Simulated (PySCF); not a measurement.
In(2+) (indium, charge +2): UHF calculation

Configuration: [Kr] 4d10 5s1, 2S determinant. All numbers are calculated (PySCF 2.14, the spin-free X2C one-electron Hamiltonian (Gaussian nucleus), in aug-cc-pwCVTZ-DK3 (10s9p7d4f1g, 109 functions)).

| Quantity | Value |
| --- | --- |
| Total energy | -5877.222215 hartree |
| One-electron energy | -8061.5039 hartree |
| Hartree (Coulomb) energy | 2342.6512 hartree |
| Exchange energy | -158.3695 hartree |
| ⟨S²⟩ | 0.7508 |
| ⟨L²⟩ | 0.000 |
| Sum of ⟨r⟩ | 28.22 bohr |
| Sum of ⟨r²⟩ | 32.38 bohr² |
| Langevin diamagnetic susceptibility | -25.6 ×10⁻⁶ cm³/mol |

| shell | electrons | mean orbital energy (hartree) | rms radius, mean of both spins (bohr) |
| --- | --- | --- | --- |
| 1s α | 1 | -1032.46353 | 0.0342 |
| 1s β | 1 | -1032.45993 | 0.0342 |
| 2s α | 1 | -158.48919 | 0.139 |
| 2s β | 1 | -158.48617 | 0.139 |
| 2p α | 3 | -142.14820 | 0.124 |
| 2p β | 3 | -142.14782 | 0.124 |
| 3s α | 1 | -32.04410 | 0.371 |
| 3s β | 1 | -32.03741 | 0.371 |
| 3p α | 3 | -26.54295 | 0.372 |
| 3p β | 3 | -26.54068 | 0.372 |
| 3d α | 5 | -17.99152 | 0.352 |
| 3d β | 5 | -17.99133 | 0.352 |
| 4s α | 1 | -5.96282 | 0.908 |
| 4s β | 1 | -5.94893 | 0.908 |
| 4p α | 3 | -4.23350 | 0.990 |
| 4p β | 3 | -4.23020 | 0.990 |
| 4d α | 5 | -1.66598 | 1.26 |
| 4d β | 5 | -1.65813 | 1.26 |
| 5s α | 1 | -0.98405 | 2.57 |

Densities and radii are taken from the X2C orbitals without a picture-change correction, which distorts them close to the nucleus.
